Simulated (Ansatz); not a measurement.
Species: [Ti(F)(CH3)3] (charge 0, multiplicity 1), formula C$_{3}$H$_{9}$FTi.

Problem. How many basis functions does frozen-core CCSD(T)/def2-TZVPP // BP86-D3(BJ)/def2-SVP in Ansatz (a first-principles code) use, how many core orbitals are frozen, and how many electrons are correlated?

Solution. 314 basis functions and 9 frozen orbitals, which leaves 40 correlated electrons. Core time is of the order of minutes.
